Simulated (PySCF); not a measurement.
Si(Me)(OH)3 (CH6O3Si), SMILES C[Si](O)(O)O. Heavy atoms are numbered as in [CH3:1][Si:2]([OH:3])([OH:4])[OH:5]. Hydrogens are named by the atom that carries them.

The structure is a stationary point at B3LYP-D3(BJ)/def2-SVP. The geometry has at least one imaginary mode, so it is a saddle point at that level. The values are those of a single conformer.

All values below come from CAM-B3LYP/def2-TZVP (PySCF).

ESP charges are fitted to the potential on shells at 1.4 to 2.0 van der Waals radii. Atomic charges (e), one atom of each kind:

| atom | Löwdin | IAO | ESP fit |
|---|---|---|---|
| C1 (CH3) | -0.43 | -0.77 | -0.56 |
| Si2 | -0.15 | 1.63 | 1.21 |
| O3 (OH) | … | -0.82 | -0.78 |
| H on C1 | … | 0.16 | 0.14 |
| H on O3 | … | 0.37 | 0.42 |

### Question
Fill in the missing entries. (Estimate from the structure and the level; the computed values follow.)

### Answer

- O3 (OH), Löwdin: -0.13
- H on C1, Löwdin: 0.13
- H on O3, Löwdin: 0.18

### Question
Give the Mayer and Wiberg (Löwdin basis) orders of the bonds. (An estimate is asked for; the answer gives what the named calculation found.)

### Answer

| bond | Mayer | Wiberg |
|---|---|---|
| C1–Si2 | 1.00 | 1.18 |
| Si2–O3 | 1.19 | 1.61 |
| Si2–O4 | 1.19 | 1.61 |
| Si2–O5 | 1.19 | 1.61 |
